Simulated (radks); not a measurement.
The selenium ion Se22+, 12 electrons, occupied as [Ne] 3s2. Calculated with a radial shooting solver on a logarithmic mesh with Libxc functionals: Dirac Kohn-Sham, PBE, spin-unpolarised, spherical densities, finite nucleus; Fermi nuclear charge, rms radius 4.14 fm.

Unscreened Slater integrals over Kohn-Sham orbitals (cm^-1). Large and small components are both included. Empty in this configuration: 3p1/2.

F0(3s1/2,3s1/2): 410860
F0(3s1/2,2p3/2): 538340
G1(3s1/2,2p3/2): 54854
F0(3s1/2,2p1/2): 540130
G1(3s1/2,2p1/2): 55146
F0(3s1/2,2s1/2): 527500
G0(3s1/2,2s1/2): 44328
F0(3s1/2,3p1/2): 417610
G1(3s1/2,3p1/2): 269970
F0(2p3/2,2p3/2): 1183000
F2(2p3/2,2p3/2): 562310
F0(2p3/2,2p1/2): 1195900
G2(2p3/2,2p1/2): 561080
F0(2p3/2,2s1/2): 1089700
G1(2p3/2,2s1/2): 621420
F0(2p3/2,3p1/2): 563070
G2(2p3/2,3p1/2): 60892
F0(2p1/2,2p1/2): 1209300
F0(2p1/2,2s1/2): 1099200
G1(2p1/2,2s1/2): 617620
F0(2p1/2,3p1/2): 565350
G0(2p1/2,3p1/2): 57502
F0(2s1/2,2s1/2): 1030000
F0(2s1/2,3p1/2): 547250
G1(2s1/2,3p1/2): 44723
F0(3p1/2,3p1/2): 425940
